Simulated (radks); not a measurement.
Spin polarisation of the 4f11 shell in Ho2+. Start: [Xe] 4f(up 5.5, down 5.5); electrons of 4f are moved from spin down to spin up, other shells keep equal spins. All-electron calculation, scalar-relativistic Kohn-Sham, PBE, spin-polarised, spherical densities, finite nucleus; Fermi nuclear charge, rms radius of each element as measured or else 0.836 A^(1/3) + 0.57 fm. Program: a radial shooting solver on a logarithmic mesh with Libxc functionals.

moment (Bohr magnetons),E - E(0) (eV),e(4f up) (eV),e(4f down) (eV),5p down minus up (eV)
0,0.000,-17.280,-17.280,0.000
0.75,-0.105,-17.552,-16.993,0.229
1.5,-0.419,-17.809,-16.691,0.458
2.25,-0.944,-18.050,-16.374,0.688
3,-1.677,-18.275,-16.042,0.918

At moment 3 the spin-polarisation energy is -1.677 eV and the 4f exchange splitting 2.234 eV, that is 0.745 eV per Bohr magneton; E = -I m^2/4 would give I = 0.745 eV.
